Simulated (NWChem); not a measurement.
Everything below was run with NWChem. System: H₂OSi, charge 0, spin multiplicity 1, displaced from the optimised geometry. Level: B3LYP/cc-pVDZ, VWN1-RPA local correlation, spin-restricted.

Input file:

```
start mol
memory heap 200 mb stack 900 mb global 1100 mb
geometry units angstroms nocenter noautoz noautosym
  Si     0.000000     0.000000     0.440978
  O      0.000000     0.000000    -1.091069
  H     -1.358886     0.000000     1.361073
  H      1.235351     0.000000     1.277428
end
basis spherical
  * library cc-pvdz
end
dft
  xc b3lyp
  semidirect memsize 60000000 filesize 0
  iterations 100
end
task dft energy
```

Part of the output:

```
             Northwest Computational Chemistry Package (NWChem) 7.3.0
             --------------------------------------------------------

                                NWChem Input Module
                                -------------------

 Scaling coordinates for geometry "geometry" by  1.889725989
 (inverse scale =  0.529177249)

                             Geometry "geometry" -> ""
                             -------------------------

 Output coordinates in angstroms (scale by  1.889725989 to convert to a.u.)

  No.       Tag          Charge          X              Y              Z
 ---- ---------------- ---------- -------------- -------------- --------------
    1 Si                  14.0000     0.00000000     0.00000000     0.44097800
    2 O                    8.0000     0.00000000     0.00000000    -1.09106900
    3 H                    1.0000    -1.35888600     0.00000000     1.36107300
    4 H                    1.0000     1.23535100     0.00000000     1.27742800

 Effective nuclear repulsion energy (a.u.)      51.4643257139

            Nuclear Dipole moment (a.u.)
            ----------------------------
        X                 Y               Z
 ---------------- ---------------- ----------------
    -0.2334473000     0.0000000000     0.1580585714


 Summary of "ao basis" -> "" (spherical)
 ------------------------------------------------------------------------------
       Tag                 Description            Shells   Functions and Types
 ---------------- ------------------------------  ------  ---------------------
 *                          cc-pvdz                   on all atoms

                                 NWChem DFT Module
                                 -----------------

 Summary of "ao basis" -> "ao basis" (spherical)
 ------------------------------------------------------------------------------
       Tag                 Description            Shells   Functions and Types
 ---------------- ------------------------------  ------  ---------------------
 Si                         cc-pvdz                  8       18   4s3p1d
 O                          cc-pvdz                  6       14   3s2p1d
 H                          cc-pvdz                  3        5   2s1p

 Summary of "ao basis" -> "ao basis" (spherical)
 ------------------------------------------------------------------------------
       Tag                 Description            Shells   Functions and Types
 ---------------- ------------------------------  ------  ---------------------
 Si                         cc-pvdz                  8       18   4s3p1d
 O                          cc-pvdz                  6       14   3s2p1d
 H                          cc-pvdz                  3        5   2s1p

            General Information
            -------------------
          SCF calculation type: DFT
          Wavefunction type:  closed shell.
          No. of atoms     :     4
          No. of electrons :    24
           Alpha electrons :    12
            Beta electrons :    12
          Charge           :     0
          Spin multiplicity:     1
          Use of symmetry is: off; symmetry adaption is: off
          Maximum number of iterations: 100
          AO basis - number of functions:    42
                     number of shells:    20
          Convergence on energy requested:  1.00D-06
          Convergence on density requested:  1.00D-05
          Convergence on gradient requested:  5.00D-04

              XC Information
              --------------
                         B3LYP Method XC Potential
                     Hartree-Fock (Exact) Exchange  0.200
                        Slater Exchange Functional  0.800 local
                    Becke 1988 Exchange Functional  0.720 non-local
              Lee-Yang-Parr Correlation Functional  0.810
                  VWN I RPA Correlation Functional  0.190 local

             Grid Information
             ----------------
          Grid used for XC integration:  medium
          Radial quadrature: Mura-Knowles
          Angular quadrature: Lebedev.
          Tag              B.-S. Rad. Rad. Pts. Rad. Cut. Ang. Pts.
          ---              ---------- --------- --------- ---------
          Si                  1.10       88           7.0       590
          O                   0.60       49           8.0       434
          H                   0.35       45           8.0       434
          Grid pruning is: on
          Number of quadrature shells:   227
          Spatial weights used:  Erf1

          Convergence Information
          -----------------------
          Convergence aids based upon iterative change in
          total energy or number of iterations.
          Levelshifting, if invoked, occurs when the
          HOMO/LUMO gap drops below (HL_TOL):  1.00D-02
          DIIS, if invoked, will attempt to extrapolate
          using up to (NFOCK): 10 stored Fock matrices.

                    Damping( 0%)  Levelshifting(0.5)       DIIS
                  --------------- ------------------- ---------------
          dE  on:    start            ASAP                start
          dE off:    2 iters        100 iters           100 iters

      Screening Tolerance Information
      -------------------------------
          Density screening/tol_rho:  1.00D-10
          AO Gaussian exp screening on grid/accAOfunc:  14
          CD Gaussian exp screening on grid/accCDfunc:  20
          XC Gaussian exp screening on grid/accXCfunc:  20
          Schwarz screening/accCoul:  1.00D-08

      Superposition of Atomic Density Guess
      -------------------------------------

 Sum of atomic energies:        -364.59749703

      Non-variational initial energy
      ------------------------------

 Total energy =    -364.754242
 1-e energy   =    -606.748362
 2-e energy   =     190.529795
 HOMO         =      -0.370199
 LUMO         =      -0.045035

------------------------------------------------------------
EAF file 0: "./mol.aoints.0" size=524288 bytes
------------------------------------------------------------
               write      read    awrite     aread      wait
               -----      ----    ------     -----      ----
     calls:        1         0         0         0         0
   data(b): 5.24e+05  0.00e+00  0.00e+00  0.00e+00
   time(s): 0.00e+00  0.00e+00  0.00e+00  0.00e+00  0.00e+00
rate(mb/s): 0.00e+00  0.00e+00
------------------------------------------------------------

   convergence    iter        energy       DeltaE   RMS-Dens  Diis-err    time
 ---------------- ----- ----------------- --------- --------- ---------  ------
 d= 0,ls=0.0,diis     1   -365.7550682556 -4.17D+02  6.99D-02  1.04D+00     1.5
 d= 0,ls=0.0,diis     2   -364.0348328112  1.72D+00  5.66D-02  1.42D+01     1.6
 d= 0,ls=0.0,diis     3   -365.9024738857 -1.87D+00  2.73D-03  1.85D-02     1.8
 d= 0,ls=0.0,diis     4   -365.9039911414 -1.52D-03  1.04D-03  4.59D-03     1.9
 d= 0,ls=0.0,diis     5   -365.9045198378 -5.29D-04  3.48D-04  4.95D-04     2.1
  Resetting Diis
 d= 0,ls=0.0,diis     6   -365.9045850170 -6.52D-05  3.12D-05  1.77D-06     2.2
 d= 0,ls=0.0,diis     7   -365.9045852766 -2.60D-07  2.19D-05  1.78D-07     2.4
 d= 0,ls=0.0,diis     8   -365.9045851879  8.87D-08  1.27D-05  1.08D-06     2.6
 d= 0,ls=0.0,diis     9   -365.9045853047 -1.17D-07  2.57D-06  1.05D-08     2.7

         Total DFT energy =     -365.904585304701
      One electron energy =     -608.191467273278
           Coulomb energy =      221.044673062295
    Exchange-Corr. energy =      -30.222116807650
 Nuclear repulsion energy =       51.464325713933

 Numeric. integr. density =       23.999995881100

     Total iterative time =      2.1s

                       DFT Final Molecular Orbital Analysis
                       ------------------------------------

 Vector   10  Occ=2.000000D+00  E=-3.552743D-01
              MO Center= -8.1D-02, -4.3D-11, -7.3D-01, r^2= 1.7D+00
   Bfn.  Coefficient  Atom+Function         Bfn.  Coefficient  Atom+Function
  ----- ------------  ---------------      ----- ------------  ---------------
    24      0.530021  2 O  pz                27      0.319906  2 O  pz
    10     -0.302633  1 Si pz                21     -0.264989  2 O  s
    33     -0.152730  3 H  s                  3      0.142234  1 Si s
    20     -0.126144  2 O  s                 34     -0.105818  3 H  s
    38     -0.095763  4 H  s                 39     -0.074441  4 H  s

 Vector   11  Occ=2.000000D+00  E=-3.222091D-01
              MO Center=  7.9D-04,  2.7D-10, -7.4D-01, r^2= 1.2D+00
   Bfn.  Coefficient  Atom+Function         Bfn.  Coefficient  Atom+Function
  ----- ------------  ---------------      ----- ------------  ---------------
    23      0.534201  2 O  py                26      0.360294  2 O  py
     9      0.263657  1 Si py                12      0.206008  1 Si py
    15     -0.086631  1 Si d -1

 Vector   12  Occ=2.000000D+00  E=-2.861987D-01
              MO Center= -5.1D-02,  2.5D-11, -5.2D-01, r^2= 2.0D+00
   Bfn.  Coefficient  Atom+Function         Bfn.  Coefficient  Atom+Function
  ----- ------------  ---------------      ----- ------------  ---------------
    22      0.558207  2 O  px                25      0.376991  2 O  px
    34      0.224509  3 H  s                 39     -0.222063  4 H  s
    33      0.175873  3 H  s                 17      0.152975  1 Si d  1
    38     -0.152901  4 H  s                 11      0.138778  1 Si px
     4      0.033390  1 Si s

 Vector   13  Occ=0.000000D+00  E=-8.073696D-02
              MO Center=  5.4D-03,  2.5D-10,  3.5D-01, r^2= 2.7D+00
   Bfn.  Coefficient  Atom+Function         Bfn.  Coefficient  Atom+Function
  ----- ------------  ---------------      ----- ------------  ---------------
    12      0.612367  1 Si py                 9      0.419354  1 Si py
    23     -0.335226  2 O  py                26     -0.318345  2 O  py
    15      0.139435  1 Si d -1

 Vector   14  Occ=0.000000D+00  E=-1.808074D-02
              MO Center= -1.8D-01, -3.7D-10,  7.8D-01, r^2= 3.4D+00
   Bfn.  Coefficient  Atom+Function         Bfn.  Coefficient  Atom+Function
  ----- ------------  ---------------      ----- ------------  ---------------
     4      1.383010  1 Si s                 34     -0.799450  3 H  s
    39     -0.755071  4 H  s                  3      0.279643  1 Si s
    21     -0.268436  2 O  s                 33     -0.249653  3 H  s
    24     -0.222242  2 O  pz                38     -0.222509  4 H  s
    27     -0.196326  2 O  pz                10      0.122316  1 Si pz

 Vector   15  Occ=0.000000D+00  E= 4.995559D-02
              MO Center=  1.6D-02, -2.9D-11,  5.3D-01, r^2= 3.8D+00
   Bfn.  Coefficient  Atom+Function         Bfn.  Coefficient  Atom+Function
  ----- ------------  ---------------      ----- ------------  ---------------
    13      1.271107  1 Si pz                34     -0.747273  3 H  s
    39     -0.662428  4 H  s                 21      0.493077  2 O  s
     4      0.428907  1 Si s                 16      0.246153  1 Si d  0
    10      0.204069  1 Si pz                24      0.112039  2 O  pz
    33     -0.084825  3 H  s                 20      0.076347  2 O  s

 center of mass
 --------------
 x =  -0.00511604 y =   0.00000000 z =  -0.10088920

 moments of inertia (a.u.)
 ------------------
          99.496324923139           0.000000000000           1.000763194340
           0.000000000000         111.633362913553           0.000000000000
           1.000763194340           0.000000000000          12.137037990413

     Multipole analysis of the density
     ---------------------------------

     L   x y z        total         alpha         beta         nuclear
     -   - - -        -----         -----         ----         -------
     0   0 0 0     -0.000000    -12.000000    -12.000000     24.000000

     1   1 0 0      0.075909      0.154678      0.154678     -0.233447
     1   0 1 0     -0.000000     -0.000000     -0.000000      0.000000
     1   0 0 1      1.270514      0.556228      0.556228      0.158059

     2   2 0 0    -14.473079    -13.258538    -13.258538     12.043997
     2   1 1 0      0.000000      0.000000      0.000000      0.000000
     2   1 0 1      0.170666      0.570053      0.570053     -0.969441
     2   0 2 0    -12.738880     -6.369440     -6.369440      0.000000
     2   0 1 1     -0.000000     -0.000000     -0.000000      0.000000
     2   0 0 2    -16.087262    -36.130510    -36.130510     56.173759

 Task  times  cpu:        2.7s     wall:        2.7s

 Total times  cpu:        2.7s     wall:        2.7s
```
